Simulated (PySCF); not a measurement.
Run record: geometry optimisation, `CO/C(C)=C/COC(F)(F)F`.

Method: PBE0-D3(BJ)/def2-SVP geometry optimisation, gas phase (PySCF 2.14.0). Start geometry: GFN2-xTB. A driver script takes a list of jobs; this job's settings line and coordinates (Å) are shown.

Input:
```
{"job": {"xc": "PBE0", "basis": "def2-SVP", "d3": "d3bj", "grid": 1, "kind": "geom"}, "charge": 0, "multiplicity": 1}
C     -2.690430    -0.631242    -0.803481
O     -2.195186     0.251653     0.176532
C     -0.893862     0.612752     0.133283
C     -0.540825     1.502079     1.288289
C     -0.017956     0.249654    -0.810879
C      1.417187     0.652017    -0.760120
O      2.172267    -0.051027     0.278674
C      2.315177    -1.342757     0.116142
F      2.838307    -1.696054    -1.076434
F      3.133874    -1.823785     1.049436
F      1.174418    -2.058473     0.212207
H     -3.730314    -0.813584    -0.539101
H     -2.640365    -0.186460    -1.801864
H     -2.138834    -1.575575    -0.797211
H      0.286229     1.081149     1.854271
H     -0.248389     2.489544     0.935705
H     -1.409194     1.598583     1.933384
H     -0.296591    -0.412623    -1.613408
H      1.549181     1.694664    -0.469709
H      1.910159     0.470162    -1.718450
```

Output:
```
step   0  E = -682.80267712  max force = 0.033695
step   1  E = -682.80510930  max force = 0.015513
step   2  E = -682.80533667  max force = 0.004890
step   3  E = -682.80544925  max force = 0.001764
step   4  E = -682.80546642  max force = 0.001223
step   5  E = -682.80548672  max force = 0.000703
step   6  E = -682.80548946  max force = 0.002197
step   7  E = -682.80549952  max force = 0.002029
step   8  E = -682.80552773  max force = 0.000792
step   9  E = -682.80555411  max force = 0.000405
step  10  E = -682.80558343  max force = 0.000699
step  11  E = -682.80562076  max force = 0.001001
step  12  E = -682.80565234  max force = 0.000690
step  13  E = -682.80568049  max force = 0.000642
step  14  E = -682.80571645  max force = 0.000676
step  15  E = -682.80577548  max force = 0.000556
step  16  E = -682.80589168  max force = 0.000434
step  17  E = -682.80590193  max force = 0.000254
optimisation converged
```

Energies in Eh; «max force» is the largest Cartesian gradient component in Eh/bohr.

Question: How much energy does the optimisation release, in kcal/mol?

Answer: E(step 0) − E(last step) = 0.003225 Eh, which is 2.0 kcal/mol.

Summary of the converged run: final energy -682.80590 Eh after 17 steps; dipole 2.98 D.

Cost: about 8 min of CPU time on one thread; the machine was shared, so the figure is rough.
Labels such as C1 count atoms from 1, the log's own numbers from 0.
